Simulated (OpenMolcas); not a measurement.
Mo5+ (d1) among equal point charges was computed by CASSCF with the d shell active (OpenMolcas, ANO-RCC-VDZP on the metal). Its lowest spin-free states, and all those of the highest spin:

```
2S+1  Degeneracy  E (cm-1)
   2           2       0.0
   2           3      5189
```

**Question.** Is the site octahedral, tetrahedral or cube-like, axial, or of lower symmetry?

**Answer.** The states with 2S+1 = 2 have orbital degeneracies 2, 3. Threefold states need a cubic site. For d1 at this spin an octahedron puts the threefold T2 below the twofold E and a tetrahedron or cube puts the twofold E below the threefold T2, so the site is a tetrahedron or a cube, which this pattern cannot tell apart. The first gap at this spin, 5190 cm-1, is |10Dq| in ligand-field theory. The run had Mo5+ among 8 point charges of -1.2 e arranged as a cube (Oh), 2 Å from the ion.

An orbital doublet at a regular site is open to a Jahn-Teller distortion, which this geometry leaves out. This is an electrostatic model: the charges have no orbitals. No measured value stands beside these numbers.
